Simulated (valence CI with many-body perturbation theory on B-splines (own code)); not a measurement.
Pb LXVII: electric-dipole lines

Level of theory: configuration interaction combined with many-body perturbation theory (CI+MBPT): six valence electrons over a frozen Dirac-Fock core [Ne], a basis of 9 s, 9 p, 8 d, 6 f, 3 g, 1 h functions for each j, with the one-electron correlation potential Σ1, the two-electron term Σ2, the three-electron term Σ3, Breit, model QED; selected CI, second order for the rest, scaled by the run's own slope (own B-spline code, finite nucleus).

No measured spectrum was set against this ion. As an estimate, large intervals hold to a few tenths of a per cent, small ones and those within an open d or f shell to about a per cent. Among the levels kept, up to 1200 cm⁻¹ of a level comes from second order outside the variational space, and about a tenth of that is noise between levels of different J, which matters for small intervals.

Lines 51 to 100 of 132 in falling wavelength, among levels below 1012.9 eV, chosen from the strongest by gf and those to the six lowest levels. Wavelengths and rates use the calculated energies. Electric multipoles are in the length gauge with retardation, E1 and E2 with the static RPA response of the core. Weak lines are less certain than strong ones. Lines between different terms over intervals too small for the method are left out, as are lines whose strength nearly cancels. The highest levels of a list are the least certain.

Levels are named by their leading jj configuration (3d3/2^4 stands for four electrons in 3d with j = 3/2), which in mixed levels can hold well under half, so a name can repeat and another be missing. Letters in brackets count levels of one name in rising energy.

```tsv
λ vac (nm)	Upper	Lower	A (s⁻¹)	S (a.u.)
4.331	(3s^2 3p1/2 3p3/2^2 3d5/2) J=4 [b]	(3s^2 3p1/2^2 3d3/2 3d5/2) J=3	3.02e+08	1.09e-04
4.327	(3s^2 3p1/2 3p3/2^2 3d3/2) J=1 [a]	(3s^2 3p1/2^2 3d3/2^2) J=2	6.15e+07	7.37e-06
4.286	(3s^2 3p1/2^2 3d3/2 3d5/2) J=2	(3s^2 3p1/2^2 3p3/2 3d5/2) J=2	7.46e+08	1.45e-04
4.270	(3s^2 3p1/2 3p3/2^2 3d3/2) J=2 [b]	(3s^2 3p1/2 3p3/2^3) J=1	4.06e+08	7.81e-05
4.256	(3s^2 3p1/2 3p3/2^2 3d3/2) J=3 [a]	(3s^2 3p1/2^2 3d3/2^2) J=2	2.63e+08	7.00e-05
4.203	(3s^2 3p1/2 3p3/2^3) J=1	(3s^2 3p1/2^2 3p3/2 3d3/2) J=0	8.05e+07	8.85e-06
4.200	(3s^2 3p1/2 3p3/2^3) J=1	(3s^2 3p1/2^2 3p3/2 3d3/2) J=1	1.15e+08	1.26e-05
4.199	(3s^2 3p1/2^2 3d3/2 3d5/2) J=1	(3s^2 3p1/2^2 3p3/2 3d5/2) J=2	1.65e+10	1.81e-03
4.197	(3s^2 3p1/2 3p3/2^2 3d3/2) J=3 [b]	(3s^2 3p1/2 3p3/2^3) J=2	1.32e+09	3.38e-04
4.156	(3s^2 3p1/2^2 3d3/2^2) J=0	(3s^2 3p1/2^2 3p3/2 3d3/2) J=1	5.41e+10	1.92e-03
4.121	(3s^2 3p1/2 3p3/2^2 3d5/2) J=3 [b]	(3s^2 3p1/2^2 3d3/2 3d5/2) J=4	1.74e+07	4.22e-06
4.086	(3s^2 3p1/2^2 3d3/2 3d5/2) J=4	(3s^2 3p1/2^2 3p3/2 3d5/2) J=4	2.58e+10	7.81e-03
4.081	(3s^2 3p1/2 3p3/2^2 3d5/2) J=2 [b]	(3s^2 3p1/2^2 3d3/2 3d5/2) J=1	3.56e+07	5.96e-06
4.069	(3s^2 3p1/2 3p3/2^2 3d3/2) J=2 [c]	(3s^2 3p1/2 3p3/2^3) J=2	2.44e+09	4.06e-04
4.061	(3s^2 3p1/2 3p3/2^3) J=1	(3s^2 3p1/2^2 3p3/2 3d3/2) J=2	3.79e+06	3.76e-07
4.058	(3s^2 3p1/2 3p3/2^3) J=2	(3s^2 3p1/2^2 3p3/2 3d3/2) J=3	5.59e+04	9.23e-09
4.055	(3s^2 3p1/2 3p3/2^3) J=2	(3s^2 3p1/2^2 3p3/2 3d3/2) J=1	7.22e+08	1.19e-04
4.049	(3s^2 3p1/2 3p3/2^2 3d5/2) J=3 [b]	(3s^2 3p1/2^2 3d3/2 3d5/2) J=2	6.81e+07	1.56e-05
4.001	(3s^2 3p1/2 3p3/2^2 3d5/2) J=2 [b]	(3s^2 3p1/2^2 3d3/2 3d5/2) J=2	4.96e+07	7.84e-06
3.925	(3s^2 3p1/2 3p3/2^3) J=2	(3s^2 3p1/2^2 3p3/2 3d3/2) J=2	5.48e+08	8.18e-05
3.890	(3s^2 3p1/2 3p3/2^2 3d5/2) J=3 [b]	(3s^2 3p1/2^2 3d3/2 3d5/2) J=3	2.68e+07	5.45e-06
3.880	(3s^2 3p1/2 3p3/2^2 3d3/2) J=1 [b]	(3s^2 3p1/2^2 3d3/2^2) J=0	3.84e+08	3.32e-05
3.843	(3s^2 3p1/2 3p3/2^2 3d3/2) J=1 [b]	(3s^2 3p1/2 3p3/2^3) J=1	6.61e+09	5.55e-04
3.800	(3s^2 3p1/2 3p3/2^2 3d3/2) J=1 [c]	(3s^2 3p1/2 3p3/2^3) J=2	2.62e+09	2.13e-04
3.741	(3s^2 3p1/2 3p3/2^2 3d3/2) J=3 [b]	(3s^2 3p1/2^2 3d3/2^2) J=2	4.64e+08	8.39e-05
3.639	(3s^2 3p1/2 3p3/2^2 3d3/2) J=2 [c]	(3s^2 3p1/2^2 3d3/2^2) J=2	2.52e+08	2.99e-05
3.562	(3s^2 3p1/2 3p3/2^2 3d3/2) J=1 [b]	(3s^2 3p1/2^2 3d3/2^2) J=2	9.13e+07	6.11e-06
3.301	(3s^2 3p1/2 3p3/2^2 3d5/2) J=3 [a]	(3s^2 3p1/2 3p3/2^3) J=2	1.50e+09	1.87e-04
3.143	(3s^2 3p1/2 3p3/2^2 3d5/2) J=1	(3s^2 3p1/2 3p3/2^3) J=2	1.08e+11	4.97e-03
3.075	(3s^2 3p1/2^2 3d5/2^2) J=2	(3s^2 3p1/2^2 3p3/2 3d5/2) J=1	2.34e+11	1.68e-02
3.060	(3s^2 3p1/2 3p3/2^2 3d5/2) J=1	(3s^2 3p1/2 3p3/2^3) J=1	7.10e+10	3.01e-03
3.057	(3s^2 3p1/2^2 3d5/2^2) J=4	(3s^2 3p1/2^2 3p3/2 3d5/2) J=3	6.30e+11	8.00e-02
3.041	(3s^2 3p1/2 3p3/2^2 3d5/2) J=0	(3s^2 3p1/2 3p3/2^3) J=1	1.74e+11	2.42e-03
3.031	(3s^2 3p1/2^2 3d3/2 3d5/2) J=3	(3s^2 3p1/2^2 3p3/2 3d3/2) J=3	6.72e+10	6.46e-03
3.017	(3s^2 3p1/2^2 3p3/2 3d5/2) J=2	(3s^2 3p1/2^2 3p3/2^2) J=2	2.73e+11	1.85e-02
2.991	(3s^2 3p1/2 3p3/2^2 3d5/2) J=2 [a]	(3s^2 3p1/2 3p3/2^3) J=2	8.15e+09	5.38e-04
2.977	(3s^2 3p1/2^2 3d5/2^2) J=2	(3s^2 3p1/2^2 3p3/2 3d5/2) J=3	1.26e+11	8.24e-03
2.956	(3s^2 3p1/2^2 3d3/2 3d5/2) J=3	(3s^2 3p1/2^2 3p3/2 3d3/2) J=2	3.60e+11	3.21e-02
2.941	(3s^2 3p1/2^2 3d3/2 3d5/2) J=2	(3s^2 3p1/2^2 3p3/2 3d3/2) J=3	2.28e+10	1.43e-03
2.939	(3s^2 3p1/2^2 3d3/2 3d5/2) J=2	(3s^2 3p1/2^2 3p3/2 3d3/2) J=1	2.82e+11	1.76e-02
2.936	(3s^2 3p1/2 3p3/2^2 3d5/2) J=3 [b]	(3s^2 3p1/2 3p3/2^3) J=2	2.00e+09	1.75e-04
2.936	(3s^2 3p1/2^2 3p3/2 3d5/2) J=1	(3s^2 3p1/2^2 3p3/2^2) J=0	4.72e+11	1.77e-02
2.916	(3s^2 3p1/2 3p3/2^2 3d5/2) J=2 [a]	(3s^2 3p1/2 3p3/2^3) J=1	2.80e+10	1.71e-03
2.911	(3s^2 3p1/2 3p3/2^2 3d5/2) J=2 [b]	(3s^2 3p1/2 3p3/2^3) J=2	1.88e+11	1.14e-02
2.904	(3s^2 3p1/2^2 3d3/2 3d5/2) J=4	(3s^2 3p1/2^2 3p3/2 3d3/2) J=3	5.11e+11	5.56e-02
2.899	(3s^2 3p1/2^2 3d3/2 3d5/2) J=1	(3s^2 3p1/2^2 3p3/2 3d3/2) J=0	2.48e+11	8.95e-03
2.898	(3s^2 3p1/2^2 3d3/2 3d5/2) J=1	(3s^2 3p1/2^2 3p3/2 3d3/2) J=1	2.33e+11	8.38e-03
2.880	(3s^2 3p1/2 3p3/2^2 3d5/2) J=1	(3s^2 3p1/2^2 3d3/2^2) J=2	1.37e+08	4.86e-06
2.873	(3s^2 3p1/2^2 3p3/2 3d5/2) J=3	(3s^2 3p1/2^2 3p3/2^2) J=2	8.59e+11	7.03e-02
2.870	(3s^2 3p1/2^2 3d3/2 3d5/2) J=2	(3s^2 3p1/2^2 3p3/2 3d3/2) J=2	1.81e+11	1.06e-02
```
